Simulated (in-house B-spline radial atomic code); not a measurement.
# RPA and G0W0 on HSE06: Se⁴⁺

Configuration [Ar] 3d10 4s2, mean-field start HSE06. Computed with an all-electron radial atomic-structure program (B-spline basis): all electrons, scalar-relativistic (spin-free one-electron X2C), finite nucleus, each spin shell either full or empty, empty states to l = 9 with an (l + 1/2)⁻⁴ tail; G0W0 by contour deformation at full frequency.

Command:
```bash
python run_gw.py task.json out
```
Settings (radii: box in bohr, nucleus in fm):
```
Z                        34
electrons                30
configuration            [Ar] 3d10 4s2
hamiltonian              x2c
method                   hse06
lmax                     9
rms_radius               4.14
spin_polarised           False
box_radius               11.96
intervals                68
ion_configuration        [Ar] 3d10 4s1
```

Run time, properties included: 8.5 s on 1 thread of Arm Neoverse N1, on a shared host.

Energies (hartree):

```tsv
term	value
mean-field total	-2425.74139
Hartree-Fock functional on these orbitals	-2424.37466
direct second order	-2.6047
second-order exchange	0.75871
SOSEX correction	0.6946
```

**Question.** What is the RPA correlation energy, and what remains with SOSEX?

**Answer.** RPA gives -2.2607 hartree (-2.05 eV per electron); RPA + SOSEX gives -1.5661, and the second-order doubles -1.846 hartree (no singles). RPA lacks exchange-type terms and so overcorrelates at short range.

Quasi-particle levels (eV):

```
level  occupied  mean field  Σx - vxc     Σc  QP weight    G0W0
   4s       yes      -62.72     -3.17      ?          ?       ?
   4p        no      -47.12      5.71  -1.59      0.961  -43.00
```

G0W0 = mean field + (Σx - vxc) + Σc, with Σc (partial-wave tail included) taken at the quasi-particle energy. Only the outer levels were computed. Levels of low weight are left out.

**Question.** Where does G0W0 put 4s?

**Answer.** At -68.10 eV, with Σc = -2.21 eV and a quasi-particle weight of 0.962. The tabulated removal energy is 68.3 ± 0.1 eV (NIST, semi-empirical); the calculation leaves out spin-orbit coupling, Breit and QED terms, and what these don't explain is the method's own error.

**Question.** What does it cost to remove one electron (to [Ar] 3d10 4s1) by differences of total energies, each species on its own start (correlation terms add to the Hartree-Fock functional)?

**Answer.** HSE06 67.76 eV, Hartree-Fock functional 65.53 eV, + RPA 67.99 eV, + RPA + SOSEX 67.42 eV, + second order 68.33 eV. Tabulated: 68.3 ± 0.1 eV (NIST, semi-empirical); the calculation leaves out spin-orbit coupling, Breit and QED terms, and what these don't explain is the method's own error.
